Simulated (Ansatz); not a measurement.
H6Si2, charge +1, doublet, at a GFN2-xTB geometry (a state made from the parent by changing its charge; the spin is typed, not shown lowest). Base run: B3LYP/cc-pVDZ run with Ansatz (a program for electronic structure).

Geometry (Å):
```xyz
8

Si    -1.3367     0.1273    -0.0191
Si     1.3367    -0.1273     0.0191
H     -1.6802    -0.8543    -1.0388
H     -1.4623     1.5304    -0.3892
H     -1.6539    -0.2193     1.3596
H      1.4623    -1.5304     0.3892
H      1.6802     0.8543     1.0388
H      1.6539     0.2193    -1.3596
```
Charge +1, spin multiplicity 2.
Orbitals are unrestricted.
All else is at Ansatz's defaults.
Base energy -582.25777 Eh.

The base run was repeated with changes; each row names its change, and settings that it needs were set with it.

| change | ΔE vs base (mEh) |
|---|---|
| base | 0.000 |
| final_grid = 4, 8, 17 | -0.037 |
| nuclear_model = gaussian | 0.347 |
| lower_state_search = off | 0.000 |
| fitting.mean_field = cc-pVTZ-JKFIT | -0.014 |
| point_charge = charge:1.0 position_ang:2.9527, 3.3758, 2.5358 | 97.590 |
| forces = on | 0.000 |
| accuracy = high | 0.002 |
| lower_state_search = full | 0.000 |
| final_grid = 6, 12, 29 | 0.000 |
| fitting.mean_field = def2-universal-JKFIT | -0.081 |
